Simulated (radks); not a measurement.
Task: The mean radii <r> (bohr) of the occupied orbitals of an atom or ion are listed with their occupations. Calculated with a radial shooting solver on a logarithmic mesh with Libxc functionals: non-relativistic Kohn-Sham, LDA (Slater exchange, Perdew-Wang correlation), spin-polarised, spherical densities, point nucleus.

| orbital | occ. | <r> |
|---|---|---|
| 1s up | 1 | 1.581 |

Name the element and its charge. Open shells, if any, are filled with parallel spins first.

Result: Z = 1, hydrogen, charge 0: H in 1s1. The 1s radius gives Z: for a bare nucleus <r> = 1.5/Z, 1.5 bohr for Z = 1, and the self-interaction of the functional makes it slightly larger (1.581 here). The occupations add up to 1, and the charge is Z minus that.
